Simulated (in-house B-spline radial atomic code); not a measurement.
RPA and G0W0 for Rb V (Rb4+), [Ar] 3d10 4s2 4p3, highest spin, as one setting changes: the highest l of the empty states. Start: Hartree-Fock. A dash marks a level of low quasi-particle weight. Computed with an all-electron radial atomic-structure program (B-spline basis): all electrons, scalar-relativistic (spin-free one-electron X2C), finite nucleus, each spin shell either full or empty, empty states to the listed l with an (l + 1/2)⁻⁴ tail; G0W0 by contour deformation at full frequency.

| highest l of the empty states | RPA summed (Eh) | RPA extrapolated (Eh) | G0W0 level (eV) |
| --- | --- | --- | --- |
| 4 | -1.9933 | -2.2847 | 4p up -69.82 |
| 5 | -2.1226 | -2.3028 | 4p up -69.82 |
| 6 | -2.1862 | -2.2955 | 4p up -69.81 |
| 7 | ? | ? | ? |
| 8 | -2.2388 | -2.2831 | 4p up -69.81 |
| 9 | -2.2499 | -2.28 | 4p up -69.80 |
| 10 | ? | ? | ? |
| 11 | -2.2616 | -2.2772 | 4p up -69.80 |

**Question.** What belongs in the row for 7?

**Answer.** RPA summed (Eh): -2.2201; RPA extrapolated (Eh): -2.2893; G0W0 level (eV): 4p up -69.81.

**Question.** What belongs in the row for 10?

**Answer.** RPA summed (Eh): -2.257; RPA extrapolated (Eh): -2.2782; G0W0 level (eV): 4p up -69.80.
